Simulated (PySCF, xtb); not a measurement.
Nb(S)(F)(Me)2 (C2H6FNbS), SMILES [CH3][Nb]([CH3])([F])=[S], multiplicity 1.

GFN2-xTB (xtb) at its own geometry gives an orbital gap of 1.85 eV and a dipole moment of 5.38 D.

Coordinates come from a B3LYP-D3(BJ)/def2-SVP optimisation. The multiplicity is an assumed one; other spin states were not compared. The def2 effective core potentials stand for the cores of Nb; spin–orbit coupling is left out.

Question: What does CAM-B3LYP/def2-TZVP in PySCF give? (Estimate from the structure and the level; the computed values follow.)

Answer: gap 7.61 eV (levels -9.03 and -1.42 eV), dipole 2.98 D.
